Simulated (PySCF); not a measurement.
PySCF input for B(All)(H)2 (C3H7B), SMILES BCC=C, PBE/pcSseg-1. Coordinates come from a PBE0-D3(BJ)/def2-SVP optimisation. The structure was generated by enumeration, and PubChem lists no compound with its InChIKey, so it may never have been made. The values are those of a single conformer.

```python
import numpy as np
from pyscf import gto, scf, dft
from pyscf.prop.nmr import rks as nmr

mol = gto.M(
    atom='''
    B     0.84776103    0.24663123    1.74868624
    C     0.07437655   -0.50617085    0.62906021
    C    -0.50752953    0.29535410   -0.48744147
    C    -0.34515728    0.03944971   -1.78652342
    H    -0.75226177   -0.89053082    1.28215567
    H     0.58530142   -1.41528716    0.27361423
    H    -1.08954950    1.17746384   -0.19091999
    H     0.23237829   -0.82441957   -2.13226235
    H    -0.77964544    0.68603002   -2.55305923
    H     1.58775649   -0.36068870    2.48892895
    H     0.64707689    1.42247861    1.95753961
    ''',
    basis='pcSseg-1',
    charge=0,
    spin=0,
    max_memory=1600,
    verbose=3,
)
mf = dft.RKS(mol, xc='pbe')
mf.grids.level = 3
mf.conv_tol = 1e-10
mf.max_cycle = 100
mf.kernel()
n = nmr.NMR(mf)
n.verbose = 2
n.max_cycle_cphf = 60
sigma = n.kernel()
print('atom   isotropic/ppm   span/ppm')
for i, s in enumerate(sigma):
    w = np.linalg.eigvalsh((s + s.T) / 2)
    print(f'{mol.atom_symbol(i):2s}{i + 1:3d} {w.mean():14.3f} {w[2] - w[0]:11.3f}')
```

It prints:

```
converged SCF energy = -143.09461455119
atom   isotropic/ppm   span/ppm
B   1          8.646     187.049
C   2        128.245      57.515
C   3         35.835     219.427
C   4         62.131     191.680
H   5         29.303       9.785
H   6         27.669       5.145
H   7         24.776       3.876
H   8         26.024       5.627
H   9         26.100       5.839
H  10         23.473      10.142
H  11         23.529      10.811
```

Self-consistency was reached.

Cost: around 12 core-seconds (rough).
